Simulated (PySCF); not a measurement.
## Computed spin Hamiltonian

Species: C6H6F2N (doublet state).
Cartesian coordinates in Å at the GFN2-xTB level; atoms count from 1:
```xyz
15
C6H6F2N angstrom
F      1.9445   -1.7578   -0.2979
C      2.3686   -0.4916   -0.5541
F      2.3220   -0.3528   -1.9039
C      1.5167    0.5050    0.1141
N      1.1982    0.9615    1.2460
C      0.2201    1.2311    0.1016
C     -0.9757    0.4919    0.0876
C     -1.5334   -0.8550    0.0947
C     -2.2459    0.2946   -0.5983
H      3.4212   -0.4100   -0.2349
H      0.2041    2.2508   -0.2654
H     -1.9610   -1.2400    1.0115
H     -1.0618   -1.6278   -0.5021
H     -2.2717    0.3284   -1.6817
H     -3.1503    0.6798   -0.1448
```

The hyperfine couplings belong to this conformer and change with its torsions.

As a line formula: `FC(F)C1=N[C@@H]1[C]1CC1` [radical].

Computed, not measured: UKS B3LYP, pcH-1 on C F H N, non-relativistic, mean-field spin-orbit, GIAO (PySCF). Isolated species at its GFN2-xTB geometry (one conformer only). A GFN2-xTB geometry isn't a minimum of the functional, and hyperfine couplings can be far from their values at a DFT geometry. No stability test was run, so a lower SCF solution isn't excluded.

* g1, g2, g3: 2.00117, 2.00268, 2.00329
* g_iso: 2.00238
* Form of g: rhombic: the two nearest values differ by 29 % of g3 − g1
* ⟨S²⟩: 0.7600 (exact 0.7500)
* HOMO–LUMO gap, α and β orbitals: 3.60, 5.90 eV
* Basis functions: 285

Isotropic coupling and dipolar principal values T1 to T3, in mT; ρ(0) is the spin density at the nucleus (MHz turned into mT with g_iso):

```
atom  isotope  a_iso     T1     T2    T3  Mulliken spin population  ρ(0) (bohr⁻³)
  F1      19F   0.35  -0.55  -0.46  1.01                      0.00         0.0023
  C2      13C   0.95  -0.12  -0.11  0.23                      0.01         0.0236
  F3      19F   0.61  -0.12  -0.02  0.15                      0.00         0.0040
  C4      13C   2.42  -0.54  -0.34  0.87                      0.10         0.0605
  N5      14N   0.07  -0.36  -0.25  0.62                      0.14         0.0061
  C6      13C  -1.31  -0.35   0.05  0.30                     -0.11        -0.0327
  C7      13C   4.07  -2.50  -2.32  4.82                      0.82         0.1016
  C8      13C  -0.74  -0.11   0.00  0.11                     -0.05        -0.0186
  C9      13C  -0.85  -0.12   0.00  0.12                     -0.05        -0.0213
 H10       1H   0.05  -0.08  -0.05  0.13                      0.00         0.0003
 H11       1H   0.04  -0.15  -0.04  0.19                      0.00         0.0003
 H12       1H   2.79  -0.17  -0.12  0.29                      0.03         0.0175
 H13       1H   2.41  -0.14  -0.08  0.22                      0.03         0.0151
 H14       1H   2.31  -0.13  -0.10  0.23                      0.03         0.0145
 H15       1H   3.01  -0.16  -0.12  0.28                      0.03         0.0189
```

The Mulliken spin populations are largest on C7 (+0.82), N5 (+0.14), C6 (-0.11) and C4 (+0.10). C7 is the only atom above +0.15.

Axes: g1 points within 12° of the C4–N5 bond.

Under fast tumbling the dipolar parts average out, and these isotropic splittings remain (the largest six): 1 × 1H (H15, I = 1/2, 2 lines) with 3.01 mT, 1 × 1H (H12, I = 1/2, 2 lines) with 2.79 mT, 1 × 1H (H13, I = 1/2, 2 lines) with 2.41 mT, 1 × 1H (H14, I = 1/2, 2 lines) with 2.31 mT, 1 × 19F (F3, I = 1/2, 2 lines) with 0.61 mT and 1 × 19F (F1, I = 1/2, 2 lines) with 0.35 mT.

C8 and C9, with what hangs on them, aren't averaged: C7 is flat or nearly so (angle sum 352°), and its turn about the short C7–C6 bond (1.41 Å) is taken as slow.

The 13C coupling of C7 (114.2 MHz) shows only in satellite lines or after enrichment, since that isotope makes up about 1.07 % of natural carbon.

Examples of negative spin density at the nucleus (bohr⁻³): C6 (-0.0327), C9 (-0.0213) and C8 (-0.0186).
